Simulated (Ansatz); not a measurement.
An input meant for GeHMe2Br (C₂H₇BrGe) (charge 0, singlet).

```yaml
crystal:
  periodic: [false, false, false]
  atoms:
    - {symbol: Ge, position_ang: [-0.253830, -0.432171, 0.490688]}
    - {symbol: H, position_ang: [-0.307492, -0.528832, 2.030659]}
    - {symbol: C, position_ang: [1.582606, -0.521968, -0.181242]}
    - {symbol: H, position_ang: [2.067026, -1.450037, 0.154264]}
    - {symbol: H, position_ang: [2.159673, 0.338502, 0.193272]}
    - {symbol: H, position_ang: [1.579345, -0.499856, -1.280820]}
    - {symbol: C, position_ang: [-1.224265, 1.131512, -0.176395]}
    - {symbol: H, position_ang: [-2.265263, 1.114597, 0.176583]}
    - {symbol: H, position_ang: [-1.221629, 1.130930, -1.276194]}
    - {symbol: H, position_ang: [-0.739458, 2.053169, 0.183074]}
    - {symbol: Br, position_ang: [-1.376723, -2.335854, -0.313888]}
basis:
  gaussian: {orbitals: def2-SVPD, fitting: {mean_field: def2-universal-jkfit}}
hamiltonian: {xc: {name: HF}}
correlation: {method: mp2, frozen_orbitals: {Ge: 9}}
scf: {omitted_lower_state_checks: [starts]}
output: {forces: true}
```

```sh
$ ansatz run in.yaml --threads 4 --pin off --events-out ev --progress --plain --max-ram 3916MiB
```

Output, abridged:

```
Functional definition: HF
Error: "frozen_orbitals" has no count for H
```

In this input frozen orbitals are typed for one element alone, and the program wants a count for each (the count typed has to fit that element's core, too). The program refused the input.
